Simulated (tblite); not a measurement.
Species: C6H13OP.
Z-matrix (Å and degrees, GFN2-xTB geometry), rows numbered from 1:
```
C 
C   1  1.5208
P   2  1.8439  1  108.08
O   3  1.4657  2  114.15  1    56.35
C   3  1.8568  2  111.97  1  -166.57
C   5  1.5432  3   89.08  2   125.21
C   6  1.5461  5   98.96  3   -18.86
C   7  1.5139  3  116.05  2   116.73
H   1  1.0882  2  109.44  3   -55.89
H   1  1.0883  2  111.23  3  -176.21
H   1  1.0891  2  110.32  3    62.96
H   2  1.0931  1  110.85  3   116.76
H   2  1.0897  1  111.92  3  -121.39
H   5  1.0880  3  113.64  2    10.85
H   5  1.0877  3  115.89  2  -117.21
H   6  1.0897  5  110.34  3    96.25
H   6  1.0898  5  114.35  3  -140.87
H   7  1.0917  3  112.41  2   -12.76
H   8  1.0890  7  109.35  3    37.32
H   8  1.0892  7  110.84  3   157.46
H   8  1.0885  7  110.83  3   -81.77
```

Computed with GFN2-xTB (tblite): harmonic, unscaled wavenumbers at the GFN2-xTB geometry, gas phase. Against measured fundamentals such values can be off by several per cent, at times by over 20. One conformer, not necessarily the lowest.

Harmonic wavenumbers (cm⁻¹): 57.2, 64.6, 124.5, 152.1, 181.1, 195.3, 235.9, 248.3, 327.4, 353.0, 422.5, 515.3, 648.2, 700.1, 710.8, 765.7, 796.7, 882.5, 920.0, 959.6, 985.5, 994.5, 1000.0, 1016.6, 1069.6, 1122.5, 1138.6, 1150.5, 1193.0, 1210.1, 1217.7, 1240.5, 1255.9, 1277.6, 1304.7, 1402.5, 1408.3, 1430.8, 1431.7, 1475.0, 1484.5, 1487.7, 1492.5, 1496.1, 2947.9, 2950.2, 2982.8, 2985.0, 2998.6, 3003.3, 3009.4, 3011.6, 3017.4, 3022.0, 3023.5, 3027.5, 3036.6.

A = 2370, B = 1391, C = 1202 MHz; mass 132.070 u (most abundant isotopes); point group C1, symmetry number 1.

Q: Zero-point energy?

A: ½Σν̃ = 39282 cm⁻¹ = 469.91 kJ/mol.

Q: What is S at 298.15 K and 1 bar for an ideal gas of classical rigid rotors and harmonic oscillators?

A: Translation 169.76, rotation 120.44, vibration 122.71: S = 412.9 J/(mol K).

Q: And Cp and H(298.15 K) − H(0)?

A: Cp = 162.29 J/(mol K), of which vibrations give 129.04 (their classical limit is 57 R = 473.9); H(298.15 K) − H(0) = 29.41 kJ/mol without the zero-point energy, 19.49 from vibrations.

Q: How do the functions run with temperature in this model?

A: 
```csv
T (K),S (J/(mol K)),Cp (J/(mol K)),H − H(0) (kJ/mol),G − H(0) (kJ/mol),ln q(vib)
50,242.4,54.5,2.06,-10.06,0.44
100,288.7,81.1,5.48,-23.39,1.60
373.15,453.0,196.3,42.86,-126.18,8.87
500,517.9,248.1,71.15,-187.80,12.20
750,633.6,322.2,143.12,-332.10,18.66
1000,733.5,371.3,230.20,-503.29,24.79
```

q(vib) and H(0) count from the zero-point level.

Q: What must be added to the electronic energy to get the Gibbs energy at 298.15 K and 1 bar?

A: ZPE + [H(298.15 K) − H(0)] − T·S = 469.91 + 29.41 − 123.11 = 376.21 kJ/mol.

Q: Which modes carry the vibrational entropy at 298.15 K?

A: 57.2 cm⁻¹: 19.04; 64.6 cm⁻¹: 18.04; 124.5 cm⁻¹: 12.67; 152.1 cm⁻¹: 11.07; 181.1 cm⁻¹: 9.69; 195.3 cm⁻¹: 9.11 J/(mol K); the other 51 give 43.08 together.

Q: Blend soft modes into free rotors: weight 1/[1 + (100 cm⁻¹/ν̃)⁴] for the oscillator and the rest for a rotor with moment μB/(μ + B), μ = h/(8π²ν), B = 10⁻⁴⁴ kg m². What vibrational entropy results?

A: 114.21 J/(mol K) in place of 122.71, which changes −T·S at 298.15 K by +2.54 kJ/mol.

Hindered rotation and anharmonicity are outside this model. Other conformers, if any are populated, would add a mixing term that is left out. The structure is chiral; the term R ln 2 for an equal mix with its mirror image is left out.
